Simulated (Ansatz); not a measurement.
Energy profile

The step: C₂H₆Ge ([CH3][CH2][GeH]) + H₂ → C₂H₆ (CC) + GeH₂; bonds formed: Ge1–H6, C2–H4; bonds broken: Ge1–C2, H4–H6 (atoms numbered as in the saddle structure below).

```xyz
11
angstrom
Ge -1.4807 0.9708 1.1403
C 0.5303 0.4448 0.3174
C 0.7552 -0.4917 -0.8613
H -0.5995 -0.4442 0.8117
H -2.0825 0.7545 -0.3185
H -1.4787 -0.7550 1.2736
H 0.7058 1.4750 0.0014
H 1.2141 0.2484 1.1462
H 0.6217 -1.5416 -0.5830
H 0.0471 -0.2760 -1.6641
H 1.7671 -0.3850 -1.2636
```

Electronic energies by CCSD(T) at an estimated basis limit (MP2 extrapolated from triple and quadruple zeta, plus CCSD(T) − MP2 in triple zeta), on PBE0-D4/def2-TZVP structures; C₂H₈Ge, singlet; no counterpoise correction. Ansatz 0.2.0; basis: def2-TZVPP and def2-QZVPP; cores frozen in the correlated methods. Filled d shells of the heavier atoms are correlated. The def2 sets are not built for correlating such inner shells, so the correlated values are less sure here. Extrapolation: Hartree–Fock as exp(−7.88 √X), correlation as X^−2.97.

(1) Give the profile in eV, counted from the separated reactants. (Judge from chemistry; the value comes from the calculation.)

No T1 diagnostic of these runs exceeds 0.014. The restricted Hartree–Fock reference is unstable towards an unrestricted one at one or more of these structures.

Results:

(1) The calculation gives:
| point | eV |
| --- | --- |
| separated: C₂H₆Ge (linked as [CH3][CH2][GeH]; Ge1, C2, C3, H5, H7, H8, H9, H10, H11; singlet) + H₂ (H4, H6; singlet) | 0.000 |
| start structure | -0.148 |
| saddle | 0.681 |
| end structure | -0.525 |
| separated: GeH₂ (Ge1, H5, H6; singlet) + C₂H₆ (linked as [CH3][CH3]; C2, C3, H4, H7, H8, H9, H10, H11; singlet) | -0.334 |

For scale, one of the runs: CCSD(T)/def2-TZVPP, 222 basis functions (an equivalent command: `ansatz run in.yaml --threads 4`). The run took 91 s on 4 CPU threads (shared host), with 3.5 GiB of host memory at its peak.
